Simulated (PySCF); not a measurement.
# Electronic structure of Ag(2+) (silver, charge +2) at the UHF level

Configuration: [Kr] 4d9, 2D determinant. Calculation: PySCF 2.14, in cc-pVTZ-PP with ECP28MDF (5s5p4d2f1g, 63 functions); a scalar-relativistic core potential.

| Quantity | Value |
| --- | --- |
| Total energy | -145.098626 hartree |
| One-electron energy | -246.0842 hartree |
| Hartree (Coulomb) energy | 113.8043 hartree |
| Exchange energy | -12.8187 hartree |
| ⟨S²⟩ | 0.7527 |
| ⟨L²⟩ | 6.027 |
| Sum of ⟨r⟩ | 19.77 bohr |
| Sum of ⟨r²⟩ | 26.93 bohr² |
| Traceless quadrupole moment −½Σ⟨3z² − r²⟩ along its main axis | -0.534 e·bohr² |
| Time after the integrals | 0.42 s of wall time on 1 thread of Intel(R) Xeon(R) Platinum 8559C (shared host) |

```
shell  electrons  mean orbital energy (eV)  spread (eV)  rms radius, mean of both spins (bohr)
 4s α          1                   -142.38            0                                  0.981
 4s β          1                   -140.16            0                                  0.981
 4p α          3                   -100.17        1.851                                   1.07
 4p β          3                   -97.454        1.417                                   1.07
 4d α          5                   -36.632        2.190                                   1.42
 4d β          4                   -35.454        1.643                                   1.42
```

Energies and moments cover only the electrons outside the core potential.
